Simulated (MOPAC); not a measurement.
MOPAC input (PM6):

```
PM6 1SCF CHARGE=1 GEO-OK AUX(PRECISION=9) THREADS=1
C3H7O2

C    -1.94061100 1    0.06618500 1    0.16280700 1
C    -0.62160900 1   -0.19048400 1   -0.42344600 1
O    -0.10581600 1   -0.62061200 1   -1.34929400 1
O     0.52589600 1    0.45781400 1    0.69306700 1
C     1.95413300 1    0.15304200 1    0.49379800 1
H    -2.69327200 1   -0.24422300 1   -0.56097700 1
H    -2.04311400 1    1.12903400 1    0.38740800 1
H    -2.05625200 1   -0.50909700 1    1.08408700 1
H     2.11213900 1    0.15037000 1   -0.57922400 1
H     2.51390400 1    0.95774300 1    0.96147200 1
H     2.18182000 1   -0.81658700 1    0.92807900 1
H     0.27265600 1    0.46268900 1    1.63001800 1
```

From the output:

```
                                                       MOPAC v23.2.5 Linux

          FINAL HEAT OF FORMATION =         91.68750 KCAL/MOL =     383.62051 KJ/MOL

          COSMO AREA              =        118.23 SQUARE ANGSTROMS
          COSMO VOLUME            =        101.96 CUBIC ANGSTROMS

          IONIZATION POTENTIAL    =         17.172790 EV
          HOMO LUMO ENERGIES (EV) =        -17.173 -6.053
          NO. OF FILLED LEVELS    =         15
          MOLECULAR WEIGHT        =         75.0871         POINT GROUP:  C1

          MOLECULAR DIMENSIONS (Angstroms)

            Atom       Atom       Distance
            H    10    H     6     5.55673
            O     3    H     7     2.98441
            H     8    H     9     1.76911

          SCF CALCULATIONS        =          1

   ATOM   CHEMICAL          X               Y               Z
  NUMBER   SYMBOL      (ANGSTROMS)     (ANGSTROMS)     (ANGSTROMS)

     1       C         -1.94061100  *   0.06618500  *   0.16280700  *
     2       C         -0.62160900  *  -0.19048400  *  -0.42344600  *
     3       O         -0.10581600  *  -0.62061200  *  -1.34929400  *
     4       O          0.52589600  *   0.45781400  *   0.69306700  *
     5       C          1.95413300  *   0.15304200  *   0.49379800  *
     6       H         -2.69327200  *  -0.24422300  *  -0.56097700  *
     7       H         -2.04311400  *   1.12903400  *   0.38740800  *
     8       H         -2.05625200  *  -0.50909700  *   1.08408700  *
     9       H          2.11213900  *   0.15037000  *  -0.57922400  *
    10       H          2.51390400  *   0.95774300  *   0.96147200  *
    11       H          2.18182000  *  -0.81658700  *   0.92807900  *
    12       H          0.27265600  *   0.46268900  *   1.63001800  *

                             CARTESIAN COORDINATES

   1    C       -1.940611000     0.066185000     0.162807000
   2    C       -0.621609000    -0.190484000    -0.423446000
   3    O       -0.105816000    -0.620612000    -1.349294000
   4    O        0.525896000     0.457814000     0.693067000
   5    C        1.954133000     0.153042000     0.493798000
   6    H       -2.693272000    -0.244223000    -0.560977000
   7    H       -2.043114000     1.129034000     0.387408000
   8    H       -2.056252000    -0.509097000     1.084087000
   9    H        2.112139000     0.150370000    -0.579224000
  10    H        2.513904000     0.957743000     0.961472000
  11    H        2.181820000    -0.816587000     0.928079000
  12    H        0.272656000     0.462689000     1.630018000

           Empirical Formula: C3 H7 O2  =    12 atoms

      MOLECULAR POINT GROUP   :   C1

                  EIGENVALUES
 -40.68293 -36.24466 -33.58837 -30.38300 -26.91601 -24.51599 -23.35808 -22.60438
 -21.19246 -20.75631 -20.02666 -19.59916 -19.03755 -18.41800 -17.17279  -6.05292
  -5.57316  -3.45707  -3.02595  -1.73405  -0.68915  -0.35440  -0.22262   0.39599
   0.43898   0.63336   0.91204

              NET ATOMIC CHARGES AND DIPOLE CONTRIBUTIONS

  ATOM NO.   TYPE          CHARGE      No. of ELECS.   s-Pop       p-Pop
    1          C          -0.536335        4.5363     1.10004     3.43630
    2          C           0.641274        3.3587     1.16099     2.19774
    3          O          -0.115804        6.1158     1.83091     4.28490
    4          O          -0.469256        6.4693     1.77194     4.69731
    5          C          -0.169477        4.1695     1.11843     3.05105
    6          H           0.251827        0.7482     0.74817
    7          H           0.245714        0.7543     0.75429
    8          H           0.237636        0.7624     0.76236
    9          H           0.186383        0.8136     0.81362
   10          H           0.190503        0.8095     0.80950
   11          H           0.170550        0.8295     0.82945
   12          H           0.366986        0.6330     0.63301
 DIPOLE           X         Y         Z       TOTAL
 POINT-CHG.    -1.171     0.117     2.318     2.599
 HYBRID         0.112    -0.051     0.158     0.200
 SUM           -1.059     0.066     2.476     2.694

          ATOMIC ORBITAL ELECTRON POPULATIONS

     Atom    s        px        py        pz
    1  C   1.10004   0.97656   1.24253   1.21721
    2  C   1.16099   0.78787   0.66450   0.74537
    3  O   1.83091   1.57095   1.39341   1.32054
    4  O   1.77194   1.38590   1.87622   1.43519
    5  C   1.11843   0.69429   1.16812   1.18864
    6  H   0.74817
    7  H   0.75429
    8  H   0.76236
    9  H   0.81362
   10  H   0.80950
   11  H   0.82945
   12  H   0.63301

 **********************
 *                    *
 * JOB ENDED NORMALLY *
 *                    *
 **********************

 == MOPAC DONE ==
```

The dipole moment of an ion depends on the origin.

The geometry given is a B3LYP-D3(BJ)/def2-TZVP minimum.
